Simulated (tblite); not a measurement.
Isomers of C7H10SSi. All values are computed: GFN2-xTB (tblite) harmonic vibrations without scaling, gas phase. The method is semi-empirical: single wavenumbers can be off by several per cent or more. Modes of hydrogen on silicon and sulfur can be 10 to 20 % off. One conformer each.

Electronic energies: GFN2-xTB at the same geometries; isomer energies are rough at this level and their order can be wrong.

| SMILES | electronic energy, lowest = 0 (kJ/mol) |
| --- | --- |
| S[SiH2]Cc1ccccc1 | 0.0 |
| C=CCc1csc([SiH3])c1 | 165.1 |
| C#C/C=C/C(=S)CC[SiH3] | 336.0 |
| C#C[C@@H]1C[C@]12C[C@H]2S[SiH3] | 288.1 |
| CS[SiH2]c1ccccc1 | 35.8 |

Task: How do GFN2-xTB zero-point energies change the relative energies?

Result: 
| SMILES | ZPE (kJ/mol) | of it from modes above 1550 cm⁻¹ | electronic (kJ/mol) | with ZPE, lowest = 0 (kJ/mol) | lowest mode (cm⁻¹) | rings |
| --- | --- | --- | --- | --- | --- | --- |
| S[SiH2]Cc1ccccc1 | 370.0 | 189.1 | 0.0 | 0.0 | 33 | 1 |
| CS[SiH2]c1ccccc1 | 375.0 | 192.3 | 35.8 | 40.9 | 36 | 1 |
| C=CCc1csc([SiH3])c1 | 364.2 | 188.8 | 165.1 | 159.3 | 24 | 1 |
| C#C[C@@H]1C[C@]12C[C@H]2S[SiH3] | 362.1 | 195.2 | 288.1 | 280.2 | 37 | 2 |
| C#C/C=C/C(=S)CC[SiH3] | 358.5 | 191.4 | 336.0 | 324.5 | 24 | 0 |

The zero-point energies span 16.5 kJ/mol, from `C#C/C=C/C(=S)CC[SiH3]` to `CS[SiH2]c1ccccc1`. The order is unchanged.
